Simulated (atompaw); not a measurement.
**Logarithmic derivatives: aluminium, PAW (atompaw)**

* Element: Al
* Generator: atompaw 4.2.0.5
* Type: PAW
* Functional: PBE
* Relativity: scalar-relativistic
* Frozen core: [Ne]
* Valence charge: 3
* Reference configuration: 3s2 3p1
* Partial waves: 3s (bound): rc 2.30 bohr; 3s channel at 4.7 Ry: rc 2.30 bohr; 3p (bound): rc 1.95 bohr; 3p channel at 3.55 Ry: rc 2.30 bohr
* Local potential: vpsmatchnc scheme with l = 2 at 0 Ry, radius 1.90 bohr
* Core correction: smooth core density matched at 2.20 bohr
* Augmentation charge: sinc compensation charge, radius 2.25 bohr; PAW radius 2.30 bohr; waves and projectors: custom rrkj gramschmidtortho

The phase is arctan(r·u′/u) with u = r·R(r), unwrapped; energies in Ry, scanned from -3 to 5 Ry. A pole is an energy at which the radial function vanishes at the test radius. The pseudo phase is shifted by a multiple of π to meet the all-electron one at the reference energy, and phase errors are pseudo minus all-electron; the curves can meet again beyond the range given. Levels narrower than the energy grid can be missing from the lists of poles.

Question: For each channel, where are the poles, and over which energies does the pseudopotential scatter like the atom?

Answer:

```csv
channel,radius (bohr),reference energy (Ry),"poles, all-electron","poles, pseudo",unbroken range about the reference energy with phases within 0.05 rad,phase error 1 Ry above the reference energy (rad)
s,2.30,-0.57,1.54,"1.48, 4.34",below 4.2,-0.005
p,2.30,-0.20,2.39,2.38,the whole range,-0.002
```

Phases in the p channel:

```json
{"E (Ry)": "-3.00", "all-electron": "1.291", "pseudo": "1.289"}
{"E (Ry)": "-2.52", "all-electron": "1.258", "pseudo": "1.257"}
{"E (Ry)": "-2.04", "all-electron": "1.213", "pseudo": "1.212"}
{"E (Ry)": "-1.56", "all-electron": "1.145", "pseudo": "1.143"}
{"E (Ry)": "-1.08", "all-electron": "1.028", "pseudo": "1.027"}
{"E (Ry)": "-0.60", "all-electron": "0.791", "pseudo": "0.790"}
{"E (Ry)": "-0.12", "all-electron": "0.201", "pseudo": "0.201"}
{"E (Ry)": "0.36", "all-electron": "-0.716", "pseudo": "-0.718"}
{"E (Ry)": "0.84", "all-electron": "-1.183", "pseudo": "-1.185"}
{"E (Ry)": "1.32", "all-electron": "-1.381", "pseudo": "-1.382"}
{"E (Ry)": "1.80", "all-electron": "-1.487", "pseudo": "-1.488"}
{"E (Ry)": "2.28", "all-electron": "-1.557", "pseudo": "-1.558"}
{"E (Ry)": "2.76", "all-electron": "-1.612", "pseudo": "-1.612"}
{"E (Ry)": "3.24", "all-electron": "-1.660", "pseudo": "-1.660"}
{"E (Ry)": "3.72", "all-electron": "-1.709", "pseudo": "-1.709"}
{"E (Ry)": "4.20", "all-electron": "-1.767", "pseudo": "-1.768"}
{"E (Ry)": "4.68", "all-electron": "-1.844", "pseudo": "-1.851"}
```
